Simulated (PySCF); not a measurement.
# Partial charges of `CCC[Si@@H](S)OC`

Compound: C4H12OSSi.
SMILES with atom numbers: `[CH3:1][CH2:2][CH2:3][Si@@H:4]([SH:5])[O:6][CH3:7]` (hydrogens: H8, H9, H10 on C1; H11, H12 on C2; H13, H14 on C3; H15 on Si4; H16 on S5; H17, H18, H19 on C7)

Cartesian coordinates in Å at the GFN2-xTB level; atoms count from 1:
```xyz
19
C4H12OSSi angstrom
C      2.7187   -0.0324    0.2136
C      1.8587    0.8118   -0.7157
C      0.5958    0.0812   -1.1642
Si    -0.5894   -0.3581    0.2446
S     -0.8457    1.2711    1.6511
O     -1.9856   -0.6228   -0.5375
C     -3.2451   -0.8869    0.0128
H      2.1972   -0.2210    1.1481
H      2.9540   -0.9883   -0.2493
H      3.6509    0.4802    0.4390
H      2.4457    1.0837   -1.5972
H      1.5837    1.7372   -0.2046
H      0.0690    0.6964   -1.8970
H      0.8809   -0.8355   -1.6809
H     -0.2078   -1.4568    1.1245
H     -1.3558    2.1197    0.7701
H     -3.4609   -0.2002    0.8342
H     -3.2862   -1.9101    0.3902
H     -3.9880   -0.7599   -0.7743
```

Density: PBE0/pcSseg-1 (PySCF); schemes: Mulliken, IAO, Hirshfeld and ESP-fitted. Geometry: GFN2-xTB, one conformer, isolated molecule.

Q: What partial charge does each atom carry?

A: In e:

| atom | environment | Mulliken | IAO | Hirshfeld | ESP-fitted |
| --- | --- | --- | --- | --- | --- |
| C1 | methyl carbon | -0.290 | -0.416 | -0.118 | -0.544 |
| C2 | chain CH2 carbon | -0.267 | -0.241 | -0.070 | +0.426 |
| C3 | sp3 carbon bound to silicon | -0.525 | -0.552 | -0.159 | -0.659 |
| Si4 | oxygen-bound silicon | +0.838 | +1.044 | +0.396 | +0.831 |
| S5 | sulfur bonded to Si and H | -0.409 | -0.354 | -0.144 | -0.442 |
| O6 | silyl ether oxygen | -0.629 | -0.634 | -0.227 | -0.479 |
| C7 | methoxy carbon | -0.006 | -0.200 | -0.036 | -0.006 |
| H8 | methyl hydrogen | +0.125 | +0.134 | +0.033 | +0.137 |
| H9 | methyl hydrogen | +0.106 | +0.134 | +0.038 | +0.126 |
| H10 | methyl hydrogen | +0.119 | +0.144 | +0.043 | +0.128 |
| H11 | methylene hydrogen | +0.118 | +0.132 | +0.036 | -0.029 |
| H12 | methylene hydrogen | +0.124 | +0.134 | +0.025 | -0.091 |
| H13 | methylene hydrogen | +0.151 | +0.155 | +0.043 | +0.148 |
| H14 | methylene hydrogen | +0.141 | +0.148 | +0.041 | +0.165 |
| H15 | Si–H hydrogen | -0.072 | -0.150 | -0.081 | -0.124 |
| H16 | S–H hydrogen | +0.152 | +0.101 | +0.056 | +0.230 |
| H17 | methyl hydrogen | +0.102 | +0.134 | +0.033 | +0.019 |
| H18 | methyl hydrogen | +0.102 | +0.134 | +0.043 | +0.067 |
| H19 | methyl hydrogen | +0.118 | +0.153 | +0.049 | +0.098 |

Mean size of the charges over all atoms: IAO 0.268 e, ESP-fitted 0.250 e, Mulliken 0.231 e, Hirshfeld 0.088 e. Each set sums to the total charge, 0, to within 0.001 e. The ESP scheme fits charges at the nuclei, held to the total charge, to the electrostatic potential on points at 1.4 to 2.0 times the van der Waals radii. The Mulliken scheme gives each basis function's population to the atom it is centred on and halves the overlap population of two atoms between them.

Lowest charge. The schemes don't all agree: Mulliken O6 (-0.629); IAO O6 (-0.634); Hirshfeld O6 (-0.227); ESP-fitted C3 (-0.659).

Highest charge. All schemes agree: Mulliken Si4 (+0.838); IAO Si4 (+1.044); Hirshfeld Si4 (+0.396); ESP-fitted Si4 (+0.831).

Q: How many electrons does the ESP-fitted scheme count on C2?

A: Z − q = 6 − (+0.426) = 5.574.

Q: Sum the charges by element, for elements with more than one atom.

A: 
```json
{"element": "C", "atoms": "4", "Mulliken": "-1.087", "IAO": "-1.409", "Hirshfeld": "-0.384", "ESP-fitted": "-0.783"}
{"element": "H", "atoms": "12", "Mulliken": "+1.288", "IAO": "+1.353", "Hirshfeld": "+0.358", "ESP-fitted": "+0.872"}
```

Q: How closely do the schemes follow one another over all atoms?

A: Correlation coefficient and root-mean-square difference: IAO with Hirshfeld 0.99, 0.234 e; Mulliken with IAO 0.98, 0.078 e; Mulliken with Hirshfeld 0.98, 0.193 e; Hirshfeld with ESP-fitted 0.85, 0.243 e; IAO with ESP-fitted 0.85, 0.192 e; Mulliken with ESP-fitted 0.84, 0.188 e.
